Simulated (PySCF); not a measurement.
## Computed beside measured shifts

System: (CF3CO)2NCH3 (C5H3F6NO2), SMILES CN(C(=O)C(F)(F)F)C(=O)C(F)(F)F.

Atom-mapped SMILES (hydrogens are numbered by the atom that bears them): [CH3:1][N:2]([C:3](=[O:4])[C:5]([F:6])([F:7])[F:8])[C:9](=[O:10])[C:11]([F:12])([F:13])[F:14]

Computed with GIAO PBE0/pcSseg-1, IEF-PCM chloroform, PySCF SCF with an in-house response code, fitting set def2-universal-JFIT up to Ne and JKFIT beyond, grid level 2, non-relativistic, geometry: PBE0-D3(BJ)/def2-SVP.

One optimised conformer. Values are averaged over the atoms that symmetry or fast rotation interchanges, on this one geometry and without vibrational averaging. Shifts are the reference shielding less the shielding here, at the same level (13C, 1H against isolated TMS; 19F against isolated CFCl3; 15N against isolated NH3; 17O against isolated H2O); nuclei without a reference have shieldings only.

(1) What shifts does this level give for F6/7/8/12/13/14, and how do they compare with measurement?

## Answers

(1) 
```csv
atom,nucleus,computed / ppm,measured / ppm,computed less measured,measured against,medium of the measurement
F6/7/8/12/13/14,19F,-82.5,-71.3,-11.2,CFCl3,not stated
```

Computed 19F and 31P shifts carry an offset from the reference molecule (CFCl3 is hard for DFT, lone H3PO4 or PH3 isn't the 85 % acid), so differences between compounds are more accurate than the values.

Measured values: G. Saielli, R. Bini, A. Bagno, Computational 19F NMR. 2. Organic compounds, RSC Adv. 2014, ESI.
